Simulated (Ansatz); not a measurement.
Basis sets compared for the cluster PbCl₂ (the lowest singlet isomer of a short search). The state is a singlet with charge 0. Geometry PBE0-D4/def2-TZVP. Ansatz on 4 threads of Arm Neoverse V2 on a shared host; times are rough, and most runs start from earlier orbitals.

```
atom   x (Å)   y (Å)   z (Å)
 Pb1  -0.233  -0.322  -0.983
 Cl2  -1.709   0.289   0.882
 Cl3   1.942   0.033   0.101
```

In the def2 sets Pb takes a core potential; there is no spin–orbit coupling. The structure comes from a short search, and lower isomers may exist.

Binding counts from free atoms (Pb triplet, Cl doublet) in the same basis, without a counterpoise term.

```
              level  functions  energy (Eh)  HOMO (eV)  LUMO (eV)  binding per atom (eV)  wall time
    PBE-D4/def2-SVP         62   -1112.7499      -6.77      -3.57                   2.69      0.4 s
   PBE-D4/def2-TZVP        124   -1113.0826      -7.03      -3.76                   2.73      0.7 s
r2SCAN-D4/def2-TZVP        124   -1113.4518      -7.35      -3.65                   2.65      1.8 s
   PBE0-D4/def2-SVP         62   -1112.7918      -7.98      -2.99                   2.56     0.55 s
  PBE0-D4/def2-TZVP        124   -1113.1194      -8.20      -3.13                   2.61      1.1 s
```

Task: Estimate the rows for PBE-D4/def2-TZVPD, r2SCAN-D4/def2-TZVPD, PBE0-D4/def2-TZVPD.

Result: 
```csv
level,functions,energy (Eh),HOMO (eV),LUMO (eV),binding per atom (eV),wall time
PBE-D4/def2-TZVPD,148,-1113.0847,-7.11,-3.82,2.73,0.95 s
r2SCAN-D4/def2-TZVPD,148,-1113.4532,-7.40,-3.69,2.65,2.2 s
PBE0-D4/def2-TZVPD,148,-1113.1211,-8.25,-3.18,2.61,1.4 s
```
